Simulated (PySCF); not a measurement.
SMILES N#C/C=C\[SiH3] (C3H5NSi) at its PBE0/def2-SVP optimised geometry (Å):

```
10

N      2.4356     1.2287     0.0019
C      1.7473     0.2949     0.0009
C      0.9350    -0.8831     0.0000
C     -0.4108    -0.8831     0.0000
Si    -1.5559     0.6099     0.0000
H      1.4985    -1.8239    -0.0004
H     -0.8847    -1.8731    -0.0004
H     -0.7685     1.8731     0.0119
H     -2.4193     0.5444    -1.2174
H     -2.4356     0.5313     1.2049
```

Calculation: PySCF 2.14.0 with PBE0/def2-TZVP.

Map of the electron localisation function on the plane z = 1.5 Å:

```
|                               |
|                               |
|                               |
|                               |
|                               |
|                               |
|            ..                 |
|            :::       ....     |
|     ...   .:-:      ..:::.    |
|   .+##+-.  .:.      .::-::.   |
|  .*@@@@%=:....     ..::--:.   |
|  -@@@@@@%=..      ..::::::.   |
|  *@@@@@@@#-.      .::::::.    |
|  #@@@@@@@%-.      .::-::..    |
|  #@@@@@@@%:        .:::..     |
|  +@@@@@@@+.  .     .....      |
|  :%@@@@@*. ..::::...          |
|   -%@@%+.  .:-=+=-..          |
|    :==:    .:-+*+=:.          |
|            .:-=++-:.          |
|            ..:---:..          |
|             ........          |
|                               |
|                               |
|                               |
|                               |
|                               |
|                               |
|                               |
|                               |
|                               |
```
Scale: ten equal steps from 0.000 (start of ' ') to 1.000 (end of '@'), in the order ' .:-=+*#%@'; x runs from -4.50 to 4.50, y from -4.50 (bottom) to 4.50 (top).
